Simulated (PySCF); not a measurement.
PySCF job for Ge(H)2(Br)(Me) (CH5BrGe), SMILES [CH3][GeH2][Br], C-PCM-B3LYP/def2-SVP. The structure is a stationary point at PBE0-D3(BJ)/def2-SVP.

```python
import numpy as np
from pyscf import gto, scf, dft
from pyscf.solvent import pcm

mol = gto.M(
    atom='''
    Ge    0.44689326   -0.87216902    0.00000000
    C    -1.18656008   -1.92113579    0.00000000
    Br   -0.15020978    1.37149007   -0.00000000
    H     1.29099540   -1.09740909   -1.26535653
    H     1.29099541   -1.09740909    1.26535653
    H    -1.78143083   -1.68837541    0.89399815
    H    -0.94301070   -2.99436013   -0.00000000
    H    -1.78143083   -1.68837541   -0.89399815
    ''',
    basis='def2-SVP',
    charge=0,
    spin=0,
    max_memory=1600,
    verbose=3,
)
mf = dft.RKS(mol, xc='b3lyp').density_fit(auxbasis='def2-universal-jkfit')
mf.grids.level = 3
mf.conv_tol = 1e-9
mf.max_cycle = 100
mf.kernel()
res = {}
for name, eps in {'water': 78.355, 'ethanol': 24.852, 'chlorobenzene': 5.6968}.items():
    s = mf.PCM()
    s.with_solvent.method, s.with_solvent.eps, s.with_solvent.lebedev_order = 'C-PCM', eps, 29
    s.kernel(mf.make_rdm1())
    res[name] = (s.e_tot, eps, s.dip_moment(), s.mo_energy, s.converged)
    print(f'{name}: electrostatic solvation free energy {(s.e_tot - mf.e_tot) * 627.509474:.3f} kcal/mol')
```

Program output:

```
converged SCF energy = -4691.78870218343

WARN: PCM is an experimental feature. It is still in testing.
Features and APIs may be changed in the future.

converged SCF energy = -4691.79223905767
Dipole moment(X, Y, Z, Debye): -0.20186, -3.09697, -0.00000
water: electrostatic solvation free energy -2.219 kcal/mol

WARN: PCM is an experimental feature. It is still in testing.
Features and APIs may be changed in the future.

converged SCF energy = -4691.7921214977
Dipole moment(X, Y, Z, Debye): -0.20250, -3.07018, -0.00000
ethanol: electrostatic solvation free energy -2.146 kcal/mol

WARN: PCM is an experimental feature. It is still in testing.
Features and APIs may be changed in the future.

converged SCF energy = -4691.79156212739
Dipole moment(X, Y, Z, Debye): -0.20509, -2.94427, -0.00000
chlorobenzene: electrostatic solvation free energy -1.795 kcal/mol
```

The run converged.

Cost: very roughly 80 core-seconds.
